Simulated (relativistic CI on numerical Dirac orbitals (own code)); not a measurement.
What each ingredient does to the levels of Hf²⁴⁺

Base calculation: Dirac-Coulomb-Breit CI, separate exchange-only KLI orbitals for each configuration, a model potential for QED, unscaled Slater integrals.

CI space (outside the closed core [Ar] 3d10): 4s2 4p6 4d10 4f2, 4s2 4p6 4d10 4f 5s, 4s2 4p6 4d9 4f3, 4s2 4p6 4d10 5s2, 4s2 4p6 4d10 4f 5p, 4s2 4p6 4d10 5s 5p, 4s2 4p6 4d10 5p2, 4s2 4p6 4d10 4f 5d, 4s2 4p5 4d10 4f3, 4s2 4p6 4d10 5s 5d, 4s2 4p6 4d10 5p 5d, 4s2 4p6 4d9 4f 5s2, 4s2 4p6 4d9 4f2 5s, 4s2 4p6 4d10 4f 5f, 4s 4p6 4d10 4f3, 4s2 4p6 4d9 4f 5s 5p. Levels of other configurations are missing.

Variants: (1) P86 correlation estimate; (2) configuration mixing switched off; (3) non-relativistic limit. Shifts of the energy above 4s2 4p6 4d10 4f2 3H_4, in cm⁻¹, for the lowest level and the first level of each name with at least 55 % of one term (blank where a level changes its place among those of its configuration and J or its character, or is not in the variant):

```csv
Level,Base,Δ(1),Δ(2),Δ(3)
4s2 4p6 4d10 4f2 3H_4,0,0,0,0
4s2 4p6 4d10 4f2 3F_2,17836,+1,+1172,-5463
4s2 4p6 4d10 4f2 3H_5,20298,0,+15,-20298
4s2 4p6 4d10 4f2 3F_3,32967,+1,+978,-20595
4s2 4p6 4d10 4f2 3H_6,38156,0,+86,-38156
4s2 4p6 4d10 4f2 1D_2,65146,+3,+2872,-20291
4s2 4p6 4d10 4f2 3P_0,70817,+3,+3328,-11914
4s2 4p6 4d10 4f2 3P_1,79599,+3,+3388,-20696
4s2 4p6 4d10 4f2 1I_6,80184,+1,+1724,-24115
4s2 4p6 4d10 4f2 3P_2,94308,+3,+3205,-35405
4s2 4p6 4d10 4f2 1S_0,169368,+7,+1763,-28244
4s2 4p6 4d10 4f 5s 3F°_2,818253,+11289,-1316,+314275
4s2 4p6 4d10 4f 5s 3F°_3,821188,+11290,-1211,+311340
4s2 4p6 4d10 4f 5s 3F°_4,841756,+11289,-1318,+290772
```

At this charge energies of transitions that change n are usually good to better than 1 %, and those within a shell (Δn = 0) to a few per cent. Terms inside the open d or f shell come out 10 to 20 % too wide with unscaled integrals.

Ionisation energy from the two ground configurations alone: base 720.333 eV; P86 correlation estimate 722.3 eV. The NIST ASD value (theoretical) is 730 eV.

LS names give the leading component of a level, which can be under half, so a name can repeat, a term be missing and a line seem to break the LS rules.
